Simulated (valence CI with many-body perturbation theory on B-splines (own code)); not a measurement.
# Ta XLII: calculated level list

Method: valence CI with perturbative core correlation (CI+MBPT): four valence electrons over a frozen Dirac-Fock core [Ar] 3d10, a basis of 11 s, 11 p, 10 d, 8 f, 5 g, 2 h functions for each j, with the one-electron correlation potential Σ1, the two-electron term Σ2, the three-electron term Σ3, Breit, model QED; selected CI, second order for the rest, scaled by the run's own slope (own B-spline code, finite nucleus).

No measured spectrum was set against this ion. As an estimate, large intervals hold to a few tenths of a per cent, small ones and those within an open d or f shell to about a per cent. Among the levels kept, up to 390 cm⁻¹ of a level comes from second order outside the variational space, and about a tenth of that is noise between levels of different J, which matters for small intervals.

Levels 1 to 45 of 190, with energies above the lowest level, (4s^2 4p1/2^2) J=0. "Leading %" is the weight of the configuration and term that name the level; weights of strongly mixed levels are sums over their largest components and can fall short, so below about 35 % the name and the second component can differ from the true leading terms, or belong to a minority configuration. In the jj column 3d3/2^4 stands for four electrons in 3d with j = 3/2.

```
No.  Configuration  Term  J  E (eV)  Leading %                   Leading jj      g
  1        4s2.4p2    3P  0    0.00         70          4s^2 4p1/2^2 (99 %)       
  2        4s2.4p2    3P  1   84.85         99      4s^2 4p1/2 4p3/2 (99 %)  1.497
  3        4s2.4p2    1D  2   89.05         63      4s^2 4p1/2 4p3/2 (99 %)  1.178
  4        4s2.4p2    3P  2  177.07         63          4s^2 4p3/2^2 (99 %)  1.313
  5         4s.4p3   3P°  2  178.40         44      4s 4p1/2^2 4p3/2 (96 %)  1.573
  6        4s2.4p2    1S  0  186.19         70          4s^2 4p3/2^2 (98 %)       
  7         4s.4p3   3D°  1  192.78         37      4s 4p1/2^2 4p3/2 (93 %)  1.055
  8      4s2.4p.4d   3F°  2  234.43         72      4s^2 4p1/2 4d3/2 (97 %)  0.766
  9      4s2.4p.4d   3D°  1  252.14         51      4s^2 4p1/2 4d3/2 (91 %)  0.875
 10         4s.4p3   5S°  2  253.59         34      4s 4p1/2 4p3/2^2 (61 %)  1.484
 11      4s2.4p.4d   3F°  3  258.92         34      4s^2 4p1/2 4d5/2 (65 %)  1.200
 12      4s2.4p.4d   3P°  2  269.69         30      4s^2 4p1/2 4d5/2 (57 %)  1.320
 13         4s.4p3   3D°  3  273.00         64      4s 4p1/2 4p3/2^2 (64 %)  1.237
 14         4s.4p3   3P°  0  275.02         96      4s 4p1/2 4p3/2^2 (96 %)       
 15         4s.4p3   3P°  1  281.75         50      4s 4p1/2 4p3/2^2 (92 %)  1.273
 16         4s.4p3   1D°  2  284.52         67      4s 4p1/2 4p3/2^2 (87 %)  1.103
 17         4s.4p3   3S°  1  285.98         39      4s 4p1/2 4p3/2^2 (95 %)  1.358
 18      4s.4p2.4d    5F  1  329.25         45      4s 4p1/2^2 4d3/2 (96 %)  0.412
 19      4s.4p2.4d    3D  2  332.36         27      4s 4p1/2^2 4d3/2 (92 %)  1.163
 20      4s2.4p.4d   3D°  2  334.99         50      4s^2 4p3/2 4d3/2 (90 %)  1.051
 21      4s2.4p.4d   3P°  1  336.15         54      4s^2 4p3/2 4d3/2 (92 %)  1.131
 22      4s2.4p.4d   3P°  0  337.01         95      4s^2 4p3/2 4d3/2 (95 %)       
 23      4s2.4p.4d   3F°  3  337.39         39      4s^2 4p3/2 4d3/2 (90 %)  1.122
 24      4s2.4p.4d   3P°  2  343.96         34      4s^2 4p3/2 4d5/2 (74 %)  1.302
 25      4s2.4p.4d   3F°  4  344.21         99      4s^2 4p3/2 4d5/2 (99 %)  1.246
 26      4s.4p2.4d    3D  3  354.16         30      4s 4p1/2^2 4d5/2 (94 %)  1.362
 27      4s.4p2.4d    3F  2  359.70         20      4s 4p1/2^2 4d5/2 (77 %)  1.093
 28      4s2.4p.4d   3D°  3  362.44         52      4s^2 4p3/2 4d5/2 (91 %)  1.174
 29      4s2.4p.4d   1P°  1  363.43         57      4s^2 4p3/2 4d5/2 (87 %)  1.135
 30         4s.4p3   3P°  2  370.84         37            4s 4p3/2^3 (72 %)  1.368
 31            4p4    3P  2  380.48         48       4p1/2^2 4p3/2^2 (70 %)  1.211
 32         4s.4p3   1P°  1  382.83         36            4s 4p3/2^3 (84 %)  1.142
 33            4p4    1S  0  384.84         54       4p1/2^2 4p3/2^2 (87 %)       
 34      4s.4p2.4d    5D  0  406.20         85  4s 4p1/2 4p3/2 4d3/2 (96 %)       
 35      4s.4p2.4d    5D  1  406.44         55  4s 4p1/2 4p3/2 4d3/2 (98 %)  1.178
 36      4s.4p2.4d    5F  2  406.91         44  4s 4p1/2 4p3/2 4d3/2 (94 %)  1.106
 37      4s.4p2.4d    5F  3  408.77         46  4s 4p1/2 4p3/2 4d3/2 (92 %)  1.137
 38      4s.4p2.4d    3G  4  415.19         31  4s 4p1/2 4p3/2 4d3/2 (83 %)  1.186
 39      4s2.4p.4f    3G  3  418.69         35      4s^2 4p1/2 4f5/2 (50 %)  0.875
 40      4s.4p2.4d    3F  2  422.10         52  4s 4p1/2 4p3/2 4d3/2 (71 %)  0.902
 41      4s.4p2.4d    5D  4  423.86         50  4s 4p1/2 4p3/2 4d5/2 (98 %)  1.398
 42      4s.4p2.4d    3D  3  425.18         27  4s 4p1/2 4p3/2 4d3/2 (70 %)  1.342
 43      4s.4p2.4d    5P  2  427.11         24  4s 4p1/2 4p3/2 4d3/2 (76 %)  1.244
 44      4s.4p2.4d    5P  1  428.13         28  4s 4p1/2 4p3/2 4d3/2 (93 %)  1.609
 45      4s2.4p.4f    3F  2  429.81         19  4s 4p1/2 4p3/2 4d3/2 (46 %)  1.104
```

The ionisation energy to 4s2.4p 2P°_1/2 of the next ion comes out as 2054.8 eV (NIST: 2053 ± 4 eV (theoretical)). All 190 levels together are meant to be complete up to 632.70 eV.
